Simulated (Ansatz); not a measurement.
Molecule: CsI (charge -1, doublet). SMILES of the parent species: [I][Cs]

Atoms: Cs1, I2. Bonds: Cs1-I2.

Bond lengths (Å) and angles (degrees) optimised at PBE/LANL2DZ with Ansatz (an electronic-structure program); B3LYP/LANL2DZ with Ansatz; MP2/LANL2DZ with Ansatz, each started from the B3LYP-D3(BJ)/def2-TZVP structure (Ansatz) of the last column. A row stands for all coordinates that are equal there.

```csv
coordinate,PBE/LANL2DZ,B3LYP/LANL2DZ,MP2/LANL2DZ,B3LYP-D3(BJ)/def2-TZVP
Cs1-I2,3.821,3.852,3.892,3.608
```

Mean signed difference of all 1 bond lengths from B3LYP-D3(BJ)/def2-TZVP: PBE/LANL2DZ 0.213 Å, B3LYP/LANL2DZ 0.244 Å, MP2/LANL2DZ 0.283 Å.
